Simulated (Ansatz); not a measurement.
Ideal-gas functions of `F[B]1[S][GaH]1` at 500 K and 1 bar, from an Ansatz frequency run at PBE0-D4/def2-TZVP.

Molar mass 132.61 g/mol, point group Cs (symmetry number 1), electronic degeneracy 1, moments of inertia 90.112, 183.935, 274.047 u Å². Harmonic wavenumbers (cm⁻¹, unscaled): 218, 292, 333, 455, 483, 515, 803, 1402, 2027.

Use S(trans) = R[1.5 ln M + 2.5 ln T − 1.1517]; rotational temperatures θ = 24.2544 K / I; S(rot) = R[ln(√π/σ · √(T³/θAθBθC)) + 1.5]; for each mode x = 1.438777 ν̃/T, S = R[x/(eˣ − 1) − ln(1 − e⁻ˣ)] and H = RT x/(eˣ − 1); 1 cm⁻¹ = 0.0119627 kJ/mol; R = 8.31446 J/(mol·K).

Problem. By hand: the entropy, in J/(mol·K).

Solution. Translation 180.6. Rotation: θ = 0.2692, 0.1319, 0.0885 K, giving 118.7. Vibration, mode by mode: 12.33, 10.00, 8.98, 6.64, 6.22, 5.77, 2.98, 0.75, 0.17, in all 53.8. Electronic 0.0. Sum 353.1 J/(mol·K).

Problem. By hand: H − E and G − E in kJ/mol, counted from the electronic energy.

Solution. Zero-point energy ½ × 6528 × 0.0119627 = 39.0; thermal vibration 15.3; translation, rotation and pV give 4 RT = 16.6. H − E = 70.9 kJ/mol, and G − E = 70.9 − 500 × 353.1/1000 = -105.7 kJ/mol.

Vibration gives 15 % of the entropy.
